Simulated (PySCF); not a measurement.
# LiCd: from constants to spectrum

UHF-CCSD(T) constants of LiCd, ²Σ⁺ (doublet), unpaired electrons σ ↑ (PySCF, scalar-relativistic core potentials, basis sets Li def2-SVP, Cd def2-SVP with ECP28; masses 7.0160 and 113.9034 u):

* ωe: 72.7 cm⁻¹
* ωexe: 6.07 cm⁻¹
* Be: 0.22317 cm⁻¹
* αe: 0.0181 cm⁻¹
* D (centrifugal): 8.41e-06 cm⁻¹
* De to Li + Cd: 0.045 eV

(1) Give the vibrational terms G(v) and spacings up to v = 2.

(2) How well does the Morse estimate ωe²/(4ωexe) reproduce De, and what is D0?

Correlated steps freeze no core orbitals. The bond is weak. Basis-set superposition, not corrected here, can be much of De in a small basis, most of all at correlated wavefunction levels. Spin–orbit coupling is left out. The state is the lowest determinant that a PBE0 search found; another state may lie lower at other levels.

Answers

(1) G(v) = ωe(v+½) − ωexe(v+½)².

| v | G(v) (cm⁻¹) | G(v) − G(v−1) | Bv (cm⁻¹) |
| --- | --- | --- | --- |
| 0 | 35 |  | 0.2141 |
| 1 | 95 | 61 | 0.1960 |
| 2 | 144 | 48 | 0.1779 |

(2) It gives 0.027 eV, 60 % of the computed De. D0 = De − G(0) = 0.045 − 0.004 = 0.041 eV.
